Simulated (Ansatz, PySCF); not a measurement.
CH5MoNO2S, SMILES C[N]=[Mo](=[O])([OH])[SH], multiplicity 1. Atoms are numbered in the order given.

```xyz
11

Mo     0.0491     0.2923     0.1112
O      1.5416     0.5917     0.8472
N      0.2925    -0.6462    -1.3262
C      1.1498    -1.3668    -2.2091
H      1.0421    -0.9905    -3.2413
H      2.2100    -1.2903    -1.9069
H      0.8620    -2.4328    -2.2113
O     -0.8594     1.9030    -0.2823
H     -1.3156     2.0938    -1.1127
S     -1.2368    -1.2039     1.4163
H     -1.1018    -0.4909     2.5636
```
Charge 0, spin multiplicity 1.

The structure is a stationary point at B3LYP-D3(BJ)/def2-SVP. The multiplicity is an assumed one; other spin states were not compared. The def2 effective core potentials stand for the cores of Mo; spin–orbit coupling is left out. The values are those of a single conformer.

Two levels are set side by side: PBE-D3(BJ)/def2-SVP (Ansatz, a program for electronic structure) and B3LYP-D3(BJ)/def2-SVP (Ansatz). Each level has its own optimised geometry; the coordinates shown are those of the second. Frequencies come from the Hessian of PySCF at each geometry. Differences are taken from unrounded values.

| quantity | B3LYP-D3(BJ) |
|---|---|
| mean bond length (Å) | 1.474 |
| bond Mo1–O2 (Å) | 1.691 |
| bond Mo1–N3 (Å) | 1.734 |
| bond Mo1–O8 (Å) | 1.891 |
| bond Mo1–S10 (Å) | 2.365 |
| bond N3–C4 (Å) | 1.426 |
| bond C4–H5 (Å) | 1.104 |
| bond C4–H6 (Å) | 1.105 |
| bond C4–H7 (Å) | 1.104 |
| bond O8–H9 (Å) | 0.967 |
| bond S10–H11 (Å) | 1.358 |
| highest harmonic wavenumber (cm⁻¹) | 3851 |
| mean harmonic wavenumber (cm⁻¹) | 1103 |
| zero-point energy (kcal/mol) | 42.56 |

Problem. What does PBE-D3(BJ) give, and how far is it from B3LYP-D3(BJ)? (An estimate is asked for; the answer gives what the named calculation found.)

Solution. 
```csv
quantity,PBE-D3(BJ),PBE-D3(BJ) minus B3LYP-D3(BJ)
mean bond length (Å),1.481,0.007
bond Mo1–O2 (Å),1.703,0.012
bond Mo1–N3 (Å),1.746,0.012
bond Mo1–O8 (Å),1.899,0.008
bond Mo1–S10 (Å),2.361,-0.004
bond N3–C4 (Å),1.424,-0.002
bond C4–H5 (Å),1.112,0.009
bond C4–H6 (Å),1.114,0.009
bond C4–H7 (Å),1.113,0.008
bond O8–H9 (Å),0.975,0.009
bond S10–H11 (Å),1.367,0.010
highest harmonic wavenumber (cm⁻¹),3742,-109
mean harmonic wavenumber (cm⁻¹),1073,-30
zero-point energy (kcal/mol),41.40,-1.16
```

Exact exchange shortens and stiffens bonds; PBE has none. Differences between two approximate levels are no errors against the true value.
